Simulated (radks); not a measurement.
Task: Radial electron density D(r) = 4 pi r^2 rho(r) of an atom or ion with 12 electrons. All-electron calculation, Dirac Kohn-Sham, PBE, spin-unpolarised, spherical densities, point nucleus. Program: a radial shooting solver on a logarithmic mesh with Libxc functionals.

```
   r/bohr * D(r) (the largest magnitude, 15.9, reaches the edge; | marks zero)
 0.003592 |*
  0.00405 |*
 0.004566 |*
 0.005149 | *
 0.005852 | *
 0.006598 |  *
 0.007439 |   *
 0.008388 |   *
 0.009457 |    *
  0.01066 |      *
  0.01212 |       *
  0.01366 |         *
  0.01541 |           *
  0.01737 |              *
  0.01958 |                *
  0.02208 |                    *
   0.0251 |                       *
   0.0283 |                           *
   0.0319 |                                *
  0.03597 |                                    *
  0.04056 |                                        *
  0.04573 |                                            *
  0.05156 |                                                *
   0.0586 |                                                   *
  0.06607 |                                                     *
   0.0745 |                                                      *
  0.08399 |                                                     *
   0.0947 |                                                   *
   0.1068 |                                                *
   0.1214 |                                            *
   0.1368 |                                        *
   0.1543 |                                    *
   0.1739 |                                 *
   0.1961 |                                *
   0.2211 |                                 *
   0.2513 |                                    *
   0.2834 |                                        *
   0.3195 |                                            *
   0.3602 |                                               *
   0.4062 |                                                 *
   0.4579 |                                               *
   0.5205 |                                           *
   0.5868 |                                     *
   0.6617 |                             *
    0.746 |                      *
   0.8411 |               *
   0.9484 |          *
    1.069 |       *
    1.215 |     *
     1.37 |    *
    1.545 |    *
    1.742 |    *
    1.964 |   *
    2.214 |  *
    2.517 | *
    2.838 |*
    3.199 |*
    3.607 *
    4.067 *
    4.586 *
    5.212 *
    5.877 *
    6.626 *
```

What is the nuclear charge?

Result: Z = 14. The innermost maximum, from 1s, lies near gamma/Z bohr with gamma = sqrt(1 - (Z/c)^2) = 0.995, here 0.0711 bohr (found: 0.0745), and its height grows with Z. The density is that of the silicon ion Si2+ in [Ne] 3s2; the configuration itself is not fixed sharply by these data, and Z only to about a unit. D(r) has 2 maxima, at r = 0.0745, 0.406 bohr, and minima at 0.195 bohr, inside which lie 2.19 electrons.
